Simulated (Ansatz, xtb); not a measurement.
**Relative energy of two structures of Cl4FNb**

We compare a, a singlet given by its coordinates, with b, a singlet given by its coordinates. Both are isolated molecules in the gas phase, relaxed with PBE0-D4/def2-SVP.

a (Å):

| atom | x (Å) | y (Å) | z (Å) |
| --- | --- | --- | --- |
| Cl | -1.7968 | -1.1858 | 0.5069 |
| Cl | 1.2236 | -1.0491 | 1.7599 |
| Cl | 1.5401 | -0.5176 | -1.4542 |
| Cl | 0.3032 | 2.0499 | 1.2487 |
| F | -0.9166 | 1.0140 | -1.1790 |
| Nb | 0.0382 | 0.0937 | 0.1318 |

Close contacts (Å): Cl1–Nb6 2.27, Cl2–Nb6 2.32, Cl3–Nb6 2.27, Cl4–Nb6 2.27, F5–Nb6 1.86.

b (Å):

```yaml
atoms:
  - { symbol: Cl, position_ang: [1.1004, 4.4725, 0.6437] }
  - { symbol: Cl, position_ang: [0.8429, 2.7526, -2.1391] }
  - { symbol: Cl, position_ang: [0.5866, 1.3166, 1.3879] }
  - { symbol: Cl, position_ang: [-1.7608, 1.1833, -0.9035] }
  - { symbol: F, position_ang: [-1.6799, 3.8504, 0.1921] }
  - { symbol: Nb, position_ang: [-0.2413, 2.7598, -0.1496] }
```

Close contacts (Å): Cl1–Nb6 2.32, Cl2–Nb6 2.27, Cl3–Nb6 2.27, Cl4–Nb6 2.32, F5–Nb6 1.84.

Problem. Estimate E(b) − E(a) at the level CCSD(T)/def2-SVP + ΔMP2/def2-TZVPP.

Solution. Calculated at CCSD(T)/def2-SVP + ΔMP2/def2-TZVPP: E(b) − E(a) = +1.17 kcal/mol, so structure a lies lower.

How the difference moves with the method:

```tsv
level	geometry	E(b) − E(a) (kcal/mol)	departure from the last row (kcal/mol)	job, with rough time for the two
PBE0-D4/def2-SVP	PBE0-D4/def2-SVP	+0.35	−0.82	optimisation, 34 s
HF/def2-SVP	PBE0-D4/def2-SVP	+0.92	−0.25	part of the CCSD(T) run
MP2/def2-SVP	PBE0-D4/def2-SVP	+1.81	+0.64	part of the CCSD(T) run
CCSD(T)/def2-SVP	PBE0-D4/def2-SVP	+1.60	+0.43	single point
CCSD(T)/def2-SVP + ΔMP2/def2-TZVPP	PBE0-D4/def2-SVP	+1.17		single point, 73 s
```

PBE0-D4/def2-SVP finds them nearly level. The largest departure from CCSD(T)/def2-SVP + ΔMP2/def2-TZVPP is that of PBE0-D4/def2-SVP, 0.82 kcal/mol. Levels run at GFN2-xTB geometries aren't shown. The last row adds to CCSD(T) the change of the MP2 difference between the two basis sets, here −0.43 kcal/mol.

With thermal terms from frequencies at re-optimised GFN2-xTB minima (ideal gas, soft modes damped towards free rotors, one conformer each, 298.15 K, 1 atm): the zero-point term adds −0.13 kcal/mol; ΔH is +1.14 and ΔG +0.62 kcal/mol.

The T1 diagnostic of structures a and b is large, so the coupled-cluster value is less sure. The correlated steps freeze 21 core orbitals. Atoms past krypton carry core potentials in the def2 sets and no spin–orbit term is included. Codes used: Ansatz 0.2.0, xtb 6.7.1; the last row on 2 threads of Arm Neoverse V2 on a shared host.
